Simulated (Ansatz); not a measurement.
(4-tert-butylphenyl)diphenylsulfonium bromide (C₂₂H₂₃BrS), relaxed as a singlet with RKS PBE-D4/def2-SVP in Ansatz, starting from the GFN2-xTB geometry. Force threshold 0.03 eV/Å.

Single mean-field runs in def2-SVP are fitted with def2-universal-jkfit.

Start:

```xyz
47

C     0.6220    4.4057   -2.4771
C     0.3407    3.9106   -1.0559
C    -1.0832    4.3397   -0.6736
C     1.3568    4.5624   -0.1073
C     0.4548    2.4007   -0.9282
C     0.2133    1.7966    0.3028
C     0.3155    0.4289    0.4795
C     0.6854   -0.3646   -0.5906
S     0.8743   -2.1520   -0.5084
C    -0.9671   -2.4442   -0.5095
C    -1.4422   -3.0722   -1.6482
C    -2.7899   -3.3632   -1.7736
C    -3.6629   -3.0195   -0.7556
C    -3.1879   -2.3863    0.3814
C    -1.8394   -2.0996    0.5081
C     1.0800   -2.5884    1.2255
C     1.8138   -1.8135    2.1057
C     1.9505   -2.2304    3.4190
C     1.3904   -3.4260    3.8367
C     0.6914   -4.2137    2.9373
C     0.5316   -3.7964    1.6279
C     0.9238    0.2085   -1.8278
C     0.8034    1.5753   -1.9923
H    -0.0731    3.9673   -3.1898
H     0.4997    5.4864   -2.5126
H     1.6401    4.1721   -2.7790
H    -1.3197    4.0756    0.3534
H    -1.1875    5.4170   -0.7786
H    -1.8098    3.8590   -1.3256
H     2.3607    4.2112   -0.3348
H     1.3335    5.6436   -0.2220
H     1.1397    4.3257    0.9306
H    -0.0561    2.3977    1.1580
H     0.1216    0.0053    1.4526
H    -0.7468   -3.3387   -2.4315
H    -3.1551   -3.8640   -2.6579
H    -4.7140   -3.2490   -0.8447
H    -3.8670   -2.1220    1.1787
H    -1.4770   -1.6205    1.4049
H     2.2977   -0.9093    1.7729
H     2.5111   -1.6205    4.1109
H     1.5081   -3.7501    4.8598
H     0.2725   -5.1582    3.2496
H    -0.0103   -4.4073    0.9215
H     1.2289   -0.4143   -2.6547
H     1.0002    1.9856   -2.9681
Br    3.4273   -1.7510   -0.6697
```

Question: Estimate the energy that the relaxation releases and the steps that it takes.

Answer: 12.7 kcal/mol, in 33 steps; 3.2 min on 2 threads of AMD EPYC 7R13 on a shared host and a share (18 GiB) of an NVIDIA H100 80GB HBM3. The force fell under the threshold at step 27, but the optimiser went on and released 0.006 eV more. No frequencies were taken in this run, so the end may be a saddle point.

Question: Does the start keep its bonding?

Answer: By distances, no bond broke or formed. The bond that changes most is S9–Br47, from 2.59 to 2.83 Å (atoms count from 1).

Question: Predict the relaxed structure.

Answer: 
```xyz
47

C     1.5636    4.4478   -2.1314
C     0.5190    3.9387   -1.1212
C    -0.8806    4.4025   -1.5897
C     0.8342    4.5551    0.2627
C     0.5290    2.4068   -0.9973
C    -0.3853    1.7665   -0.1291
C    -0.4127    0.3758    0.0182
C     0.5124   -0.4058   -0.6970
S     0.4982   -2.2196   -0.5886
C    -1.3451   -2.4003   -0.3047
C    -2.1145   -2.3327   -1.4791
C    -3.4979   -2.5451   -1.4145
C    -4.1062   -2.8496   -0.1848
C    -3.3273   -2.9368    0.9789
C    -1.9406   -2.7128    0.9268
C     1.0669   -2.6550    1.0666
C     1.3049   -1.6980    2.0602
C     1.7109   -2.1369    3.3304
C     1.8613   -3.5064    3.5963
C     1.6147   -4.4500    2.5838
C     1.2202   -4.0303    1.3079
C     1.4338    0.1930   -1.5662
C     1.4241    1.5879   -1.7140
H     1.3792    4.0530   -3.1514
H     1.5192    5.5540   -2.1899
H     2.5960    4.1721   -1.8343
H    -1.6774    4.1047   -0.8783
H    -0.9079    5.5081   -1.6811
H    -1.1319    3.9698   -2.5799
H     1.8331    4.2334    0.6223
H     0.8313    5.6631    0.1998
H     0.0874    4.2586    1.0271
H    -1.1059    2.3639    0.4497
H    -1.1555   -0.0910    0.6801
H    -1.6297   -2.1061   -2.4426
H    -4.1033   -2.4832   -2.3319
H    -5.1913   -3.0256   -0.1359
H    -3.8001   -3.1787    1.9433
H    -1.3343   -2.7800    1.8413
H     1.2030   -0.6261    1.8420
H     1.9171   -1.3943    4.1161
H     2.1811   -3.8416    4.5943
H     1.7451   -5.5243    2.7833
H     1.0579   -4.7579    0.4992
H     2.1773   -0.4427   -2.0775
H     2.1514    2.0342   -2.4060
Br    3.2752   -2.4582   -1.1040
```
Bond lengths: 22 × C–C 1.40 to 1.55 Å; 3 × C–S 1.80 to 1.87 Å; 23 × C–H 1.10 to 1.11 Å.
